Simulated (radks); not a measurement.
Valence configurations of the gold ion Au+ (all share [Xe]). All-electron calculation, scalar-relativistic Kohn-Sham, r2SCAN, spin-unpolarised, spherical densities, finite nucleus; meta-GGA in the generalised Kohn-Sham scheme; Fermi nuclear charge, rms radius 5.4371 fm. Program: a radial shooting solver on a logarithmic mesh with Libxc functionals. Energies are relative to 4f14 5d10; eigenvalues in eV.

| valence | E (eV) | e(4f) | e(5d) | e(6p) | e(6s) |
|---|---|---|---|---|---|
| 4f14 5d10 | 0.000 | -90.334 | -15.465 | - | - |
| 4f14 5d8 6p2 | 23.425 | -101.29 | -23.751 | -9.558 | - |
| 4f14 5d9 6p1 | 10.480 | -95.797 | -19.679 | -7.984 | - |
| 4f13 5d10 6p1 | 91.756 | -107.44 | -21.053 | -8.018 | - |
| 4f14 5d8 6s1 6p1 | 15.413 | -99.569 | -22.200 | -8.724 | -16.708 |
| 4f14 5d8 6s2 | 7.429 | -97.753 | -20.543 | - | -15.724 |
| 4f14 5d7 6s1 6p2 | 30.154 | -105.21 | -26.296 | -10.275 | -18.965 |
| 4f13.5 5d10 6p0.5 | 43.974 | -98.784 | -18.220 | -7.137 | - |
| 4f13 5d10 6s1 | 84.322 | -105.55 | -19.274 | - | -14.385 |
| 4f13 5d9 6p2 | 106.12 | -113.14 | -25.328 | -9.630 | - |

NIST lists [Xe] 4f14 5d10 as the ground configuration; this level of theory agrees among the configurations tried. The energies are those of spherical spin-averaged densities, not of single terms.
